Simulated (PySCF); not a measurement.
Gas-phase reaction: Ge3H8 + GeF4 + 2 H2 = 4 GeH3F

Method: PySCF energies plus ideal-gas RRHO corrections (1 bar). † marks an energy on the PBE0/def2-TZVP geometry and frequencies; other levels use their own. MP2 and CCSD(T) freeze the core. 6-31G* has spherical d functions here. All species are closed-shell singlets. B3LYP is the form with VWN-RPA correlation. Ge: all electrons, no relativistic terms. MP2 isn't extrapolated to the basis-set limit; its ΔH°(298 K) is 62.7 kJ in def2-SVP and 85.1 kJ in def2-TZVPP. CCSD(T) isn't extrapolated to the basis-set limit. The harmonic model lacks anharmonicity and excited electronic states, which grow with temperature; levels with a mode under 35 cm⁻¹ are left out. Internal rotation in Ge3H8 is treated as a harmonic vibration of one conformer, which makes the entropy rough.

```
level              ΔE electronic, kJ  ΔH°(298 K), kJ  ΔS°(298 K), J/K  ΔG°(1800 K), kJ
-----------------  -----------------  --------------  ---------------  ---------------
B3LYP/def2-TZVP†                  26              37               57               -2
CCSD(T)/def2-SVP†                 38              49               57                9
HF/6-31G*                          2              16               61              -26
HF/def2-TZVP†                     -8               3               57              -36
MP2/def2-SVP†                     52              63               57               23
MP2/def2-TZVPP†                   74              85               57               46
PBE/def2-TZVP†                    56              67               57               27
PBE0/def2-QZVP†                   47              58               57               18
LDA/def2-TZVP†                    69              80               57               40
```
ΔH° is lowest at HF/def2-TZVP† and highest at MP2/def2-TZVPP†. No reference value is set beside these.
